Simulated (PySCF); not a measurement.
W²⁺ (tungsten, charge +2) across methods

[Xe] 4f14 5d3 6p1, one real determinant (an excited configuration). Calculation: PySCF 2.14, in x2c-TZVPPall with one added diffuse shell each of s, p, d, f type (12s8p8d4f1g, 113 functions); scalar relativity by spin-free X2C-1e.

```json
{"method": "PBE0", "E (hartree)": "-16142.10", "mean ε 4f β (eV)": "-58.366", "mean ε 5d α (eV)": "-25.933", "mean ε 6p α (eV)": "-15.886", "Σ⟨r²⟩ (bohr²)": "49.29", "⟨S²⟩": "6.002"}
{"method": "LDA", "E (hartree)": "-16131.94", "mean ε 4f β (eV)": "-54.254", "mean ε 5d α (eV)": "-24.374", "mean ε 6p α (eV)": "-15.425", "Σ⟨r²⟩ (bohr²)": "49.17", "⟨S²⟩": "6.001"}
{"method": "UHF", "E (hartree)": "-16137.16124", "mean ε 4f β (eV)": "-70.941", "mean ε 5d α (eV)": "-30.043", "mean ε 6p α (eV)": "-17.121", "Σ⟨r²⟩ (bohr²)": "49.87", "⟨S²⟩": "6.005"}
{"method": "PBE", "E (hartree)": "-16142.31", "mean ε 4f β (eV)": "-53.856", "mean ε 5d α (eV)": "-24.317", "mean ε 6p α (eV)": "-15.323", "Σ⟨r²⟩ (bohr²)": "49.30", "⟨S²⟩": "6.001"}
```

(1) Estimate the same row for r2SCAN.

⟨L²⟩ = 14.01 against 20 for a pure G term, so this real determinant mixes terms. Spin-orbit coupling, absent here, splits the open shell strongly.

Answers

(1) E (hartree) = -16142.42; mean ε 4f β (eV) = -54.308; mean ε 5d α (eV) = -24.782; mean ε 6p α (eV) = -15.390; Σ⟨r²⟩ (bohr²) = 49.13; ⟨S²⟩ = 6.002.
